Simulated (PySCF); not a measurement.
Ni⁺: ionisation energy

Ni⁺ [Ar] 3d9 (2D) → Ni²⁺ [Ar] 3d8 (3F), as a difference of total energies. All numbers are calculated (PySCF 2.14, the non-relativistic Hamiltonian (point nucleus), in def2-TZVPPD). Correlated levels: valence: [Ar] frozen; valence and next inner shell: [Ne] frozen. The calculations carry no spin-orbit coupling.

| method | ionisation energy (eV) |
| --- | --- |
| UHF | 15.184 |
| PBE | 19.035 |
| PBE0 | 18.326 |
| r2SCAN | 18.126 |
| r2SCANh | 17.960 |
| CAM-B3LYP | 18.685 |
| BP86 | 19.138 |
| MP2 (valence) | 18.347 |
| SCS-MP2 (valence) | 18.048 |
| MP2 (valence and next inner shell) | 19.071 |
| SCS-MP2 (valence and next inner shell) | 18.589 |

**Question.** Estimate what HSE06 gives.

**Answer.** 18.345 eV, closest to MP2 (valence) among the rows shown.

**Question.** Estimate what LDA gives.

**Answer.** 19.719 eV, closest to BP86 among the rows shown.

A first-order spin-orbit estimate (lowest level to lowest level, LS coupling) adds -0.050 eV.

These non-relativistic numbers lack the scalar-relativistic shift.

Errors of the correlated levels include the incompleteness of this basis and the frozen core.

For comparison: 18.169 eV (measured; NIST Atomic Spectra Database, ionization energies).
